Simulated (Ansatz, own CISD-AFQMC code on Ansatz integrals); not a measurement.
H4B2O, SMILES `BBO` (charge 0, multiplicity 1).

Cartesian coordinates (Å):
SMILES: BBO
```xyz
7

B      1.0548     0.1244    -0.1059
B     -0.4935    -0.2561     0.3907
O     -1.6882     0.0118    -0.1942
H      1.6117     1.1231     0.2577
H      1.7166    -0.6327    -0.7606
H     -0.5780    -0.8658     1.4333
H     -1.6233     0.4952    -1.0210
```
Charge 0, multiplicity 1.

Frozen-core correlation energies in cc-pVDZ at a geometry from PBE0-D3(BJ)/def2-TZVP, on an HF energy of -126.56895 Ha (<S^2> = 0.00). Wave-function levels are from Ansatz, the walk from an own CISD-AFQMC code on Ansatz integrals (time step 0.005/Ha, trial state from CCSD amplitudes, largest double 0.04).

| level | correlation energy (mHa) |
|---|---|
| MP2 | -351.9 |
| CCSD | -388.3 |
| CCSD(T) | -397.4 |
| CCSDT(Q) | -399.1 |

**Question.** What correlation energy does phaseless AFQMC give, and where does it lie among these levels?

**Answer.** -399.2 ± 0.4 mHa (one standard error). AFQMC minus each level: MP2 -47.3 mHa, CCSD -11.0 mHa, CCSD(T) -1.8 mHa, CCSDT(Q) -0.2 mHa.
